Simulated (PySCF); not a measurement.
Simulated Si 1s region for `C=C[SiH2]N[SiH3]`, binding energy against the vacuum level.

Every computed line was given a Gaussian of 0.8 eV full width at half maximum and an area set by the number of equivalent atoms; the highest printed point is 100. Level of theory: delta-SCF UKS SCAN, pcX-2 on the ionised atom, pcseg-1 elsewhere, spin-free X2C (PySCF 2.14.0).

binding energy (eV), intensity and a bar:
```
   1845.4          0 
   1845.5          1 
   1845.6          1 
   1845.7          3 #
   1845.8          6 ##
   1845.9         12 ####
   1846.0         21 ######
   1846.1         33 ##########
   1846.2         48 ##############
   1846.3         65 ####################
   1846.4         82 ########################
   1846.5         94 ############################
   1846.6        100 ##############################
   1846.7         98 #############################
   1846.8         89 ###########################
   1846.9         74 ######################
   1847.0         57 #################
   1847.1         41 ############
   1847.2         27 ########
   1847.3         16 #####
   1847.4          9 ###
   1847.5          5 #
   1847.6          2 #
   1847.7          1 
   1847.8          0 
   1847.9          0
```

Problem. How many maxima does the curve show, and how many computed lines lie under it?

Solution. The curve has 1 maximum (at 1846.6 eV). Under it lie 2 lines from 2 inequivalent silicon sites. At this width some lines have no maximum of their own.

Problem. Decompose the envelope and assign each component. Numbering: `[CH2:1]=[CH:2][SiH2:3][NH:4][SiH3:5]`.

Solution. 
```csv
position (eV),relative area,line,atoms,environment
1846.53,1,Si 1s,Si3,SiH2 silicon
1846.72,1,Si 1s,Si5,SiH3 silicon
```

Problem. Above which line width would these two lines show one maximum?

Solution. Two equal Gaussians merge once their distance is under 2σ = FWHM/1.177. With 0.19 eV between them that is a full width over 0.22 eV.

The 2 Si 1s values lie within 0.19 eV of each other; Gaussian lines of 0.5 eV full width would blend them into one maximum.

No satellites, vibrations or lifetime broadening are included. The structure is a single GFN2-xTB conformer in the gas phase; no vibrational or solvent corrections.

Time: 2.3 min. Hardware: Arm Neoverse N1, one thread, no GPU, on a shared host.

Conformer computed: `[CH2:1]=[CH:2][SiH2:3][NH:4][SiH3:5]`: C1–C2–Si3–N4 -17°, C2–Si3–N4–Si5 169°.
